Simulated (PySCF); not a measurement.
Vertical excitations of a molecule C₄H₅BO₂ from TDA-PBE/def2-SVPD run with PySCF, as energy in eV (oscillator strength): 3.28 (0.028), 3.68 (0.002), 4.79 (0.007), 4.84 (0.000), 5.28 (0.005), 5.31 (0.018), 5.51 (0.021), 5.95 (0.070), 6.12 (0.115), 6.23 (0.015). Lowest triplet (TDA): 2.66 eV. Geometry optimised at r2SCAN-D4/def2-SVP. Other conformers were not sampled.

**Question.** Identify the compound among the candidates.
(A) C=COB1C=CO1
(B) C#CB(O)C(C)=O
(C) C=CB1CC(=O)O1
(D) C#CB1OC(C)O1

**Answer.** B, C#CB(O)C(C)=O
